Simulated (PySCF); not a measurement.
## How methods differ on the interval between two levels of Cs

Cs [Xe] 6s1 [2S1/2, M_J = 1/2] → Cs [Xe] 5d1 [2D5/2, M_J = 5/2], as a difference of total energies. All numbers are calculated (PySCF 2.14, the two-component X2C-1e Hamiltonian, in x2c-TZVPall-2c with one added diffuse shell each of s, p, d type (12s12p10d1f, 105 functions)). Correlated levels: [Kr] 4d10 frozen; the 28 highest virtual spinors dropped. "Screened" scales the spin-orbit matrix elements by Boettger's factors to mimic the two-electron term; Breit and QED terms are absent.

```csv
method,interval between two levels (cm⁻¹)
GHF (screened spin-orbit),13856
GMP2 (screened spin-orbit),15523
```

Errors of the correlated levels include the incompleteness of this basis and the frozen core.

For comparison: 14597 cm⁻¹ (measured; NIST Handbook of Basic Atomic Spectroscopic Data (Sansonetti and Martin, J. Phys. Chem. Ref. Data 34, 1559 (2005))).
